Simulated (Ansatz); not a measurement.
CH6Cl2O2Si2, SMILES `O[SiH](O)C[SiH](Cl)Cl`. Total charge 0; spin multiplicity 1. All single points use the PBE0-D4/def2-TZVP geometry. It is one conformer, not always the lowest.

```xyz
13

O    -0.462    1.298   -1.458
Si   -0.367   -0.334   -1.279
O    -1.796   -1.031   -0.894
C     0.905   -0.546    0.069
Si    0.639    0.509    1.558
Cl   -1.293    0.257    2.243
Cl    1.903   -0.049    3.073
H    -1.067    1.648   -2.114
H     0.032   -0.993   -2.544
H    -2.159   -0.816   -0.030
H     0.931   -1.596    0.378
H     1.896   -0.296   -0.329
H     0.837    1.950    1.327
```

Task: What is the dipole moment at B3LYP/def2-TZVPP? (An estimate is asked.)

Result: Ansatz gave: 1.56 D, with components (0.12, 0.55, -1.46) D in this frame, pointing from negative to positive charge.

Task: And with PBE, r2SCAN, ωB97M-V? (Best estimate.)

Result: The calculation gave: PBE 1.48 D, r2SCAN 1.55 D, ωB97M-V 1.54 D.

Task: Give the Mulliken charges with B3LYP, PBE, ωB97M-V in def2-TZVPP. (Estimate.)

Result: Ansatz gave: 
| atom | B3LYP | PBE | ωB97M-V |
| --- | --- | --- | --- |
| O1 | -0.39 | -0.34 | -0.37 |
| Si2 | 0.62 | 0.51 | 0.58 |
| O3 | -0.39 | -0.35 | -0.39 |
| C4 | -0.34 | -0.31 | -0.45 |
| Si5 | 0.55 | 0.47 | 0.46 |
| Cl6 | -0.26 | -0.23 | -0.22 |
| Cl7 | -0.23 | -0.20 | -0.19 |
| H8 | 0.18 | 0.19 | 0.17 |
| H9 | -0.11 | -0.10 | -0.05 |
| H10 | 0.19 | 0.19 | 0.19 |
| H11 | 0.11 | 0.12 | 0.14 |
| H12 | 0.11 | 0.11 | 0.13 |
| H13 | -0.05 | -0.04 | 0.00 |

B3LYP here is the variant with VWN-RPA as its local correlation; programs differ in this.
